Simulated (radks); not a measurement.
Results of a calculation; reference values are marked as such.
Q: Ta10+, 63 electrons, occupied as [Kr] 4d10 4f11 5s2 5p4 (not the ground configuration). Level of theory: scalar-relativistic Kohn-Sham, LDA (Slater exchange, Perdew-Wang correlation), spin-polarised, spherical densities, finite nucleus; open shells are filled with parallel spins first (spin-orbit coupling, left out, can overturn this in heavy ions); Fermi nuclear charge, rms radius 5.3507 fm (a radial shooting solver on a logarithmic mesh with Libxc functionals). Some entries of the table are withheld. Estimate them.

orbital  occ.  eigenvalue (hartree)  <r^2> (bohr^2)  r(max) (bohr)
1s up       1             -2480.013       0.0004794        0.01169
1s down     1             -2480.002       0.0004794        0.01169
2s up       1             -432.1615        0.007386        0.06691
2s down     1             -432.1514        0.007386        0.06691
2p up       3             -379.8614        0.006088        0.05478
2p down     3             -379.8498        0.006088        0.05478
3s up       1             -104.6568         0.04806         0.1889
3s down     1             -104.5766         0.04802         0.1888
3p up       3             -89.09419         0.04873         0.1867
3p down     3             -89.01322         0.04868         0.1866
3d up       5             -70.86021         0.04043         0.1519
3d down     5             -70.79553         0.04038         0.1519
4s up       1             -26.98475          0.2349         0.4279
4s down     1             -26.84314          0.2350         0.4280
4p up       3             -21.83154          0.2655         0.4479
4p down     3             -21.69265          0.2656         0.4480
4d up       5             -15.22679             (1)         0.4580
4d down     5             -15.08872             (2)         0.4581
5s up       1              -8.77702             (3)         0.9384
5s down     1              -8.64172             (4)         0.9389
4f up       7              -7.85264          0.3875         0.4273
4f down     4              -7.70885          0.3885         0.4277
5p up       3              -7.26816           1.354          1.030
5p down     1              -7.13997           1.367          1.032

A: 
(1) 4d up <r^2> (bohr^2): 0.3043
(2) 4d down <r^2> (bohr^2): 0.3044
(3) 5s up <r^2> (bohr^2): 1.110
(4) 5s down <r^2> (bohr^2): 1.116
